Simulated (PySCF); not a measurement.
C₅H₆F₂O.
Geometry (GFN2-xTB, Å), atoms numbered from 1 in this order:
```
atom  x, y, z in Å
F1     1.8653   -2.6794   -0.3070
C2     1.3358   -1.6098    0.2983
F3     2.3506   -1.0295    0.9910
O4     0.8412   -0.7797   -0.6503
C5    -0.0883    0.1384   -0.1830
C6    -1.5834    0.0763   -0.1234
C7    -0.8812    1.1942   -0.8437
C8     0.0626    1.5569    0.2698
H9     0.5891   -1.9501    1.0417
H10   -2.0789   -0.6706   -0.7297
H11   -2.0790    0.2810    0.8194
H12   -0.9732    1.5596   -1.8417
H13    0.9769    2.0682    0.0008
H14   -0.3381    1.8440    1.2356
```

Computed with TDDFT wB97X-D/def2-SVPD, vertical, gas phase, core orbitals frozen in the response (PySCF 2.14.0, density-fitted response routines).

Transition dipole moments from the ground state, in atomic units and in the frame of the coordinates above (overall signs are arbitrary), for the states with f of 0.002 or more among the lowest 7:

```csv
state,E (hartree),μx,μy,μz
S1,0.2810,0.185,-0.143,-0.353
S2,0.2923,-0.143,0.166,0.051
S3,0.3073,-0.192,0.218,0.016
S4,0.3086,0.261,-0.382,0.384
S5,0.3174,-0.176,0.073,-0.180
S6,0.3230,0.130,-0.036,-0.089
S7,0.3322,-0.399,-0.490,-0.020
```

Question: Work out the oscillator strengths.

Answer: f = (2/3) ΔE |μ|² with ΔE in hartree (27.2114 eV).

```tsv
state	|μ|² (au)	|μ| (D)	f
S1	0.179	1.08	0.034
S2	0.051	0.57	0.010
S3	0.084	0.74	0.017
S4	0.361	1.53	0.074
S5	0.069	0.67	0.015
S6	0.026	0.41	0.006
S7	0.400	1.61	0.088
```

Question: What angle do the transition dipoles of S1 and S7 make?

Answer: |cos θ| = |μa·μb| / (|μa| |μb|) = 0.01, so θ ≈ 89° (taken between 0 and 90°, since the signs are arbitrary).

Question: How is the summed strength of these states shared among x, y and z?

Answer: (2/3) Σ ΔE μα² gives 0.077 for x, 0.104 for y and 0.063 for z, 0.244 in all.

Question: What peak molar absorption coefficient would the strongest computed level give as a lone Gaussian band 0.5 eV wide at half height?

Answer: ε(max) = 2.175×10⁸ f / FWHM, with the width in cm⁻¹. S7: 2.175×10⁸ × 0.0885 / 4033 ≈ 4800 L mol⁻¹ cm⁻¹.

One conformer stands for the species.

Without π bonds the low states may be Rydberg-like; a valence basis with one diffuse set may place them up to an eV too high.
